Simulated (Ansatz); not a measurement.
Consider the cleavage of the P–Sn bond: `[PH2][SnH2][SH]` + `O[AsH2]` → `PO[AsH2]` + `[SH][SnH3]`.

Computed with Ansatz on PBE0-D4/def2-TZVP structures; ΔE is electronic, products minus reactants. CCSD(T)/CBS is the MP2 limit (def2-TZVPP, def2-QZVPP) plus CCSD(T) − MP2 in def2-TZVPP, frozen cores. DFT in def2-TZVPP. B3LYP here is the variant with VWN-RPA as its local correlation; programs differ in this. HSE06 is defined as in plane-wave codes. Elements past krypton have def2 core potentials. For As, Sn outer-core shells are correlated without core-valence functions, which leaves a few kJ/mol of doubt a bond. Scalar relativity is left out up to krypton. Each species was taken in one conformer, which may not be the lowest.

```tsv
level	ΔE (kJ/mol)	difference from CCSD(T)/CBS
LDA (SPW92)	60.1	0.2
revPBE-D4	63.6	3.7
B3LYP-D4	53.0	-6.9
r2SCAN0-D4	60.6	0.7
B2PLYP	52.7	-7.2
PBE	65.0	5.1
PBE0	63.4	3.5
B3LYP	51.9	-8.0
r2SCANh	60.5	0.6
HSE06	63.8	3.9
BHLYP	46.9	-13.0
LC-ωPBE	52.5	-7.4
HF/def2-SVP	46.3	-13.6
MP2/def2-SVP	59.4	-0.5
MP2/def2-TZVPP	59.7	-0.2
MP2/def2-QZVPP	61.7	1.8
CCSD(T)/CBS	59.9	0
```

Problem. What do rigid-rotor, harmonic-oscillator terms from PBE0-D4/def2-TZVP frequencies (298.15 K, 1 bar) make of the CCSD(T)/CBS value? (Best estimate.)

Solution. Computed: ΔZPE = -6.8 kJ/mol, ΔH = +52.0 kJ/mol, ΔS = 2 J/(mol·K), ΔG = +51.4 kJ/mol. Modes under 50 cm⁻¹ make the entropy rough.

Largest T1 diagnostic among the species: 0.013.

From BLYP to BHLYP (50 % exact exchange), in def2-TZVPP and without D4, ΔE moves by −6.2 kJ/mol. In def2-TZVPP, CCSD(T) changes the Hartree–Fock value by +17.7 kJ/mol (the triples alone add +2.4 kJ/mol) and MP2 by +22.2 kJ/mol. At CCSD(T), def2-SVP lies −3.2 kJ/mol from the extrapolated value and def2-TZVPP −4.6 kJ/mol.
